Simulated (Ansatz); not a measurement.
Si₃Au₂⁻: single points at one geometry.

```yaml
crystal:
  periodic: [false, false, false]
  atoms:
    - {symbol: Au, position_ang: [-1.299469, -0.967220, -1.390683]}
    - {symbol: Au, position_ang: [-0.326491, 1.847275, 1.234869]}
    - {symbol: Si, position_ang: [1.044090, -0.434930, -1.501868]}
    - {symbol: Si, position_ang: [1.441343, 0.063103, 0.732334]}
    - {symbol: Si, position_ang: [-0.859483, -0.508237, 0.925348]}
basis:
  gaussian: {orbitals: def2-SVPD, initial_orbitals: start.molden}
total_charge: -1
magnetization: {spin_polarized: true, initial_magnetization: 1}
correlation: {method: ccsd_t}
scf: {omitted_lower_state_checks: [starts, cluster_reference]}
output: {orbitals: {seedname: orbitals}}
```

The file start.molden holds the orbitals of an earlier run on this structure, at another level or in another basis.

```sh
$ ansatz run in.yaml --threads 4 --pin off --events-out ev --progress --plain --max-ram 4787MiB
```

Output, abridged:

```
Functional definition: HF
1344 factors; integrals over basis functions are off by at most 6.1e-4 eV
mean field evaluation 1: about -30913.1498 eV, gradient 1.6e1 eV
mean field evaluation 2: about -30914.3727 eV, gradient 1.3e0 eV
mean field evaluation 4: about -30914.4496 eV, gradient 1.7e-1 eV
mean field evaluation 8: about -30914.4509 eV, gradient 5.7e-4 eV
mean field -30914.45094957 eV, -1136.0851178292 hartree, gradient 2.8e-6 eV, S^2 0.893793; 0 other end points of the search recorded, 0 dependent functions left out
15 core orbitals not correlated, not the lowest: weight in the atoms' cores, before any rotation towards them, 1.000 or more for the frozen orbitals, at most 0.000 for the correlated occupied ones
reference -30914.45094957 eV, -1136.0851178292 hartree; 26, 25 occupied and 101, 102 virtual orbitals, 1344 factors
second order -30.19255896 eV of doubles, -0.00000000 eV of singles
cycle   1  -26.40423016 eV  change     3.8e0 eV  update   2.7e-1
cycle   2  -27.96318453 eV  change    -1.6e0 eV  update   1.1e-1
cycle   3  -28.26335372 eV  change   -3.0e-1 eV  update   5.6e-2
cycle   4  -28.25038342 eV  change    1.3e-2 eV  update   2.7e-2
cycle   5  -28.23656105 eV  change    1.4e-2 eV  update   1.5e-2
cycle   6  -28.25179700 eV  change   -1.5e-2 eV  update   7.3e-3
cycle   7  -28.25384077 eV  change   -2.0e-3 eV  update   4.2e-3
cycle   8  -28.25232956 eV  change    1.5e-3 eV  update   2.5e-3
cycle   9  -28.25451880 eV  change   -2.2e-3 eV  update   1.5e-3
cycle  10  -28.25510117 eV  change   -5.8e-4 eV  update   8.5e-4
cycle  11  -28.25369090 eV  change    1.4e-3 eV  update   5.1e-4
cycle  12  -28.25428634 eV  change   -6.0e-4 eV  update   3.2e-4
cycle  13  -28.25415982 eV  change    1.3e-4 eV  update   2.0e-4
cycle  14  -28.25428903 eV  change   -1.3e-4 eV  update   1.2e-4
cycle  15  -28.25438376 eV  change   -9.5e-5 eV  update   6.1e-5
cycle  16  -28.25433716 eV  change    4.7e-5 eV  update   3.8e-5
perturbative correction -1.56701529 eV, -0.0575867496 hartree
Total energy: -30944.27230201 eV, -1137.1810323179 hartree
Checks for a lower state left out: starts, cluster_reference
```

It took 77 s on 4 threads of Intel Xeon 6975P-C on a shared host, peak host memory 3.5 GiB.

First input, but with `gaussian: {orbitals: def2-TZVPD, initial_orbitals: start.molden}`, `hamiltonian: {xc: hse06, dispersion: d4}`, `scf: {omitted_lower_state_checks: [starts]}` and without the key `correlation` (abridged; 9.5 s):

```
Functional definition: HSE06
mean field -31012.37816368 eV, -1139.6838765702 hartree, gradient 8.0e-6 eV, S^2 0.768390
Total energy: -31012.74896673 eV, -1139.6975033312 hartree
Checks for a lower state left out: starts
```

First input, but with `gaussian: {orbitals: def2-TZVPD, initial_orbitals: start.molden}`, `hamiltonian: {xc: {name: B3LYP}, dispersion: d4}`, `scf: {omitted_lower_state_checks: [starts]}` and without the key `correlation` (abridged; 10 s):

```
Functional definition: B3LYP
mean field -31026.80122471 eV, -1140.2139142870 hartree, gradient 2.2e-5 eV, S^2 0.761767
Total energy: -31027.55414474 eV, -1140.2415835875 hartree
Checks for a lower state left out: starts
```

First input, but with `gaussian: {orbitals: def2-TZVPD, initial_orbitals: start.molden}`, `correlation: {method: mp2}`, `scf: {omitted_lower_state_checks: [starts]}` (abridged; 8.5 s):

```
Functional definition: HF
mean field evaluation 16: about -30922.8677 eV, gradient 1.2e-5 eV
mean field -30922.86771381 eV, -1136.3944282101 hartree, gradient 2.7e-6 eV, S^2 0.924437
15 core orbitals not correlated, not the lowest: weight in the atoms' cores, before any rotation towards them, 1.000 or more for the frozen orbitals, at most 0.000 for the correlated occupied ones
second order -35.32858127 eV of doubles, -0.00000000 eV of singles
Total energy: -30958.19629508 eV, -1137.6927296252 hartree
Checks for a lower state left out: starts
```

As the first input, with `gaussian: {orbitals: def2-TZVPD, initial_orbitals: start.molden}`, `hamiltonian: {xc: {name: r2SCANh}, dispersion: d4}`, `scf: {omitted_lower_state_checks: [starts]}` and without the key `correlation` (abridged; 15 s):

```
Functional definition: r2SCANh
mean field -31022.73118494 eV, -1140.0643430841 hartree, gradient 2.6e-5 eV, S^2 0.781723
Total energy: -31022.82684686 eV, -1140.0678585947 hartree
Checks for a lower state left out: starts
```

The first input with `gaussian: {orbitals: def2-TZVPD, initial_orbitals: start.molden}`, `hamiltonian: {xc: pbe0, dispersion: d4}`, `scf: {omitted_lower_state_checks: [starts]}` and without the key `correlation` (abridged; 9 s):

```
Functional definition: PBE0
mean field -31012.84901080 eV, -1139.7011798827 hartree, gradient 1.8e-5 eV, S^2 0.770225
Total energy: -31013.23079466 eV, -1139.7152101809 hartree
Checks for a lower state left out: starts
```

First input, but with `gaussian: {orbitals: def2-TZVPD, initial_orbitals: start.molden}`, `hamiltonian: {xc: pbe, dispersion: d4}`, `scf: {omitted_lower_state_checks: [starts]}`, `output: {forces: true, orbitals: {seedname: orbitals}}` and without the key `correlation` (abridged; 4.8 s):

```
Functional definition: PBE
mean field -31014.07237727 eV, -1139.7461377712 hartree, gradient 1.7e-5 eV, S^2 0.758051
Total energy: -31014.51805668 eV, -1139.7625161877 hartree
Atom 0 force     0.072853     0.004218     0.049200 eV/Å
Atom 1 force     0.038695    -0.064522     0.017491 eV/Å
Atom 2 force    -0.098566    -0.028709     0.035250 eV/Å
Atom 3 force    -0.023326     0.055654     0.014000 eV/Å
Atom 4 force     0.010343     0.033359    -0.115941 eV/Å
Dipole moment:    -0.617723     0.318287    -0.043398 e Å
Checks for a lower state left out: starts
```

Geometry: r2SCAN-D4/def2-SVPD.

In the def2 sets Au takes a core potential; there is no spin–orbit coupling. B3LYP takes the VWN-RPA correlation. HSE06 is defined as in plane-wave codes, on full-range PBE exchange. Correlated methods freeze 15 core orbitals; core or outer-core shells of Au are correlated, in sets that lack core-valence functions. At CCSD(T)/def2-SVPD, MP2/def2-TZVPD the charge -1 doublet is spin-contaminated (final ⟨S²⟩ up to 0.92, 0.75 for a pure state). The structure comes from a short search, and lower isomers may exist.
